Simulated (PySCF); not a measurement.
## How exact exchange moves a shielding

Molecule: `N[SiH2]OB(O)O`, BH$_{6}$NO$_{3}$Si.

Mapped SMILES: `[NH2:1][SiH2:2][O:3][B:4]([OH:5])[OH:6]`; H(Xn) means a hydrogen on atom n.

GIAO shieldings (ppm, equivalent atoms averaged) in PySCF 2.14 on the PBE0-D3(BJ)/def2-SVP geometry, basis pcSseg-1, gas phase, non-relativistic:

| functional | exact exchange (%) | σ(N1) | σ(Si2) | σ(O3) | σ(O5/O6) |
| --- | --- | --- | --- | --- | --- |
| BLYP | 0 | 219.5 | 364.5 | 199.3 | 239.9 |
| BP86 | 0 | 222.1 | 369.0 | 202.0 | 240.9 |
| PBE | 0 | 222.4 | 369.2 | 200.8 | 240.7 |
| B3LYP | 20 | 225.0 | 376.0 | 209.9 | 245.7 |
| PBE0 | 25 | 229.0 | 384.1 | 214.0 | 248.0 |
| BHandHLYP | 50 | 231.9 | 394.8 | 223.6 | 253.9 |
| HF | 100 | 241.2 | 429.9 | 244.5 | 265.7 |

(1) Fit each shielding as a line in the percentage of exact exchange.

(2) What does the line predict for mPW1PW91 (25 %), and what does the run give?

## Answers

(1) σ(N1) = 221.7 + 0.20 x (rms 1.3 ppm); σ(Si2) = 366.8 + 0.62 x (rms 2.4 ppm); σ(O3) = 201.2 + 0.44 x (rms 1.1 ppm); σ(O5/O6) = 240.8 + 0.25 x (rms 0.5 ppm). The functionals also differ in their semilocal parts, which the line can't hold; Hartree–Fock has no correlation at all.

(2) σ(N1): 226.7 predicted, 228.4 computed; σ(Si2): 382.3 predicted, 383.4 computed; σ(O3): 212.2 predicted, 214.4 computed; σ(O5/O6): 247.1 predicted, 247.5 computed ppm.
